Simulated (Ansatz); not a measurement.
Frontier orbitals of C2Cl4F2 (`FC(F)(Cl)C(Cl)(Cl)Cl`).

Cartesian coordinates in Å:
```
F 1.381 0.055 -1.117
C 0.116 -0.175 -0.775
F -0.663 0.582 -1.543
Cl -0.260 -1.868 -1.064
C -0.092 0.228 0.722
Cl 0.317 1.937 0.874
Cl -1.772 -0.026 1.165
Cl 0.971 -0.733 1.737
```

Total charge 0; spin multiplicity 1. The structure was optimised at the PBE0-D4/def2-TZVP level. Basis def2-TZVPP, Ansatz.

A caution on the coupled-cluster cation, which keeps the state that its UHF reference found: large T1 diagnostic of the cation.

| functional | HOMO (eV) | LUMO (eV) |
| --- | --- | --- |
| CAM-B3LYP | -10.50 | 0.23 |

Q: Give HOMO and LUMO (eV) with LDA (SPW92), PBE, revPBE, BLYP, r2SCAN, B97M-V, PBE0, B3LYP, r2SCANh, r2SCAN0, HSE06 (plane-wave form), BHLYP, LC-ωPBE, ωB97X-V, ωB97M-V, HF. (Best estimate.)

A: Computed: 
| functional | HOMO | LUMO |
| --- | --- | --- |
| LDA (SPW92) | -7.79 | -2.30 |
| PBE | -7.63 | -2.09 |
| revPBE | -7.58 | -2.00 |
| BLYP | -7.47 | -1.97 |
| r2SCAN | -8.02 | -1.99 |
| B97M-V | -8.13 | -1.86 |
| PBE0 | -9.11 | -1.00 |
| B3LYP | -8.82 | -1.27 |
| r2SCANh | -8.56 | -1.58 |
| r2SCAN0 | -9.36 | -0.96 |
| HSE06 (plane-wave form) | -8.71 | -1.40 |
| BHLYP | -10.44 | 0.21 |
| LC-ωPBE | -11.97 | 1.55 |
| ωB97X-V | -11.57 | 1.38 |
| ωB97M-V | -11.38 | 1.28 |
| HF | -12.56 | 3.28 |

B3LYP here is the variant with VWN-RPA as its local correlation; programs differ in this. LC-ωPBE has ω = 0.4 bohr⁻¹. Positive LUMOs are unbound and depend on the basis.
